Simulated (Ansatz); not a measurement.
Br$_{3}$H$_{2}$NSi (`N[Si](Br)(Br)Br`). The species carries charge 0 and has multiplicity 1.

```xyz
7

N    -1.0712    0.1303    0.3896
Si    0.4948   -0.1396   -0.1744
Br    1.6217   -1.1530    1.4215
Br    0.3551   -1.3866   -1.9825
Br    1.6307    1.6821   -0.7219
H    -1.2235    0.4879    1.3190
H    -1.8077    0.3789   -0.2512
```

Problem. List the harmonic frequencies (cm⁻¹, unscaled) at PBE0-D4/def2-TZVP in Ansatz. (Estimate.)

Solution. Computed: 86, 97, 160, 160, 209, 266, 323, 339, 484, 487, 841, 916, 1565, 3601, 3703.

Problem. Is this a minimum?

Solution. Yes, all 15 modes are real.

Problem. Give the ideal-gas thermochemistry at 298.15 K and 1 bar (rigid rotor, harmonic oscillator; point group Cs, symmetry number 1).

Solution. Zero-point energy 79.2 kJ/mol; H(298) − E = 102.5 kJ/mol; entropy 394.8 J/(mol·K), of which translation 179.3, rotation 130.8, vibration 84.8; G(298) − E = -15.2 kJ/mol. Modes under 100 cm⁻¹ are hindered rotations or soft bends, so the harmonic entropy is rough.

Problem. Rotational constants (cm⁻¹)?

Solution. 0.02802, 0.02655, 0.0164.
